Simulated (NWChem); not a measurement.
# ZnH2SO; SMILES [Zn]([OH])[SH]

```xyz
5

Zn     0.0584     0.3831    -0.0085
O     -0.0604     2.1329     0.2473
H      0.2280     2.6754    -0.4932
S      0.1302    -1.7752    -0.2002
H      1.3494    -1.8556     0.3804
```
Atoms are numbered in this order, from 1.

All runs: NWChem. Pople sets run with spherical d functions. Coordinates come from a PBE0/def2-SVP optimisation. GIAO values for the isolated, static molecule; σ is the absolute isotropic shielding, δ = σ(reference) − σ with the isolated reference molecule computed at the same levels (1H: tetramethylsilane, 17O: water).

```tsv
level	σ Zn1 (ppm)	δ O2 (ppm)	δ H3 (ppm)	σ S4 (ppm)	δ H5 (ppm)
B3LYP/6-31G*	1786.1	36.8	1.58	797.3	-1.02
LDA (Slater exchange, VWN5)/pcSseg-1	1519.3	38.0	1.65	790.8	-0.09
Hartree-Fock/6-31G*	1945.5	-14.5	0.47	878.3	-1.17
```
